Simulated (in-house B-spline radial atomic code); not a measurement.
Inner levels of iridium as electrons are removed. A shift is the extra binding of the orbital against the neutral atom ([Xe] 4f14 5d7 6s2). Computed with an all-electron radial atomic-structure program (B-spline basis): non-relativistic Hartree-Fock, average of the configuration, point nuclei.

This level leaves out relativity, spin-orbit splitting included, which matters for heavy ions.

| ion | configuration | shift of 1s (eV) | radius of 1s (bohr) | Σ<r²> (bohr²) | change of density at nucleus (bohr⁻³) |
| --- | --- | --- | --- | --- | --- |
| Ir58+ | [Ar] 3d1 | 4201.4 | 0.019664 | 0.4045 | -157.06 |
| Ir59+ | [Ne] 3s2 3p6 | ? | ? | ? | ? |
| Ir60+ | [Ne] 3s2 3p5 | 4580.34 | 0.019662 | 0.33032 | 164.04 |
| Ir61+ | [Ne] 3s2 3p4 | 4770.99 | 0.019659 | 0.28953 | 331.86 |
| Ir62+ | [Ne] 3s2 3p3 | 4963.38 | 0.019657 | 0.24945 | 501.8 |
| Ir63+ | [Ne] 3s2 3p2 | 5157.52 | 0.019655 | 0.21008 | 673.85 |
| Ir64+ | [Ne] 3s2 3p1 | ? | ? | ? | ? |
| Ir65+ | [Ne] 3s2 | 5551.04 | 0.019651 | 0.13335 | 1024.25 |
| Ir66+ | [Ne] 3s1 | 5734.04 | 0.01965 | 0.091753 | -3274.42 |
| Ir67+ | [He] 2s2 2p6 | 5918.43 | 0.019649 | 0.050754 | -7650.85 |
| Ir68+ | [He] 2s2 2p5 | 6373.06 | 0.019638 | 0.044587 | -7188.02 |
| Ir69+ | [He] 2s2 2p4 | ? | ? | ? | ? |
| Ir70+ | [He] 2s2 2p3 | 7294.64 | 0.019617 | 0.032667 | -6245.75 |
| Ir71+ | [He] 2s2 2p2 | 7761.56 | 0.019606 | 0.026907 | -5766.31 |
| Ir72+ | [He] 2s2 2p1 | 8232.57 | 0.019594 | 0.021275 | -5281.33 |
| Ir73+ | [He] 2s2 | 8707.66 | 0.019583 | 0.015768 | -4790.8 |
| Ir74+ | [He] 2s1 | 9115.2 | 0.019581 | 0.0083405 | -21820.2 |
| Ir75+ | 1s2 | 9525.31 | 0.019576 | 0.0010225 | -39130.5 |
| Ir76+ | 1s1 | 10830.3 | 0.019481 | 0.00050599 | -181938 |

Question: Fill in the row of Ir59+.

Answer: shift of 1s (eV): 4391.45; radius of 1s (bohr): 0.019664; Σ<r²> (bohr²): 0.37184; change of density at nucleus (bohr⁻³): -1.684.

Question: Fill in the row of Ir64+.

Answer: shift of 1s (eV): 5353.41; radius of 1s (bohr): 0.019653; Σ<r²> (bohr²): 0.17138; change of density at nucleus (bohr⁻³): 847.98.

Question: Fill in the row of Ir69+.

Answer: shift of 1s (eV): 6831.8; radius of 1s (bohr): 0.019628; Σ<r²> (bohr²): 0.038559; change of density at nucleus (bohr⁻³): -6719.64.
